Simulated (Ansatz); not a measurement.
```xyz
8

O     1.346   -1.588    1.190
C     0.705   -0.952    0.409
Si   -0.439   -1.340   -1.120
Si    0.300    0.907    0.126
Cl   -1.036    1.957    1.251
H    -0.521    0.405   -1.166
H    -1.564   -1.223   -0.096
H     1.209    1.833   -0.593
```

The species carries charge 0 and has multiplicity 1.

List the CAM-B3LYP/def2-TZVPP orbital energies in eV (the Gaussian-basis code of Ansatz). (An estimate is asked.)

Computed: Occupied: -2765.13, -1803.05, -1801.49, -523.12, -281.52, -259.91, -198.96, -198.82, -198.82, -147.51, -145.97, -102.89, -102.84, -102.76, -101.39, -101.25, -101.19, -31.38, -25.57, -20.67, -16.48, -15.87, -14.10, -13.72, -13.26, -12.81, -12.19, -11.57, -11.23, -9.17, -7.23. Lowest empty: -1.18, -0.55, 0.07, 1.14, 1.78, 2.15, 2.69, 3.21.
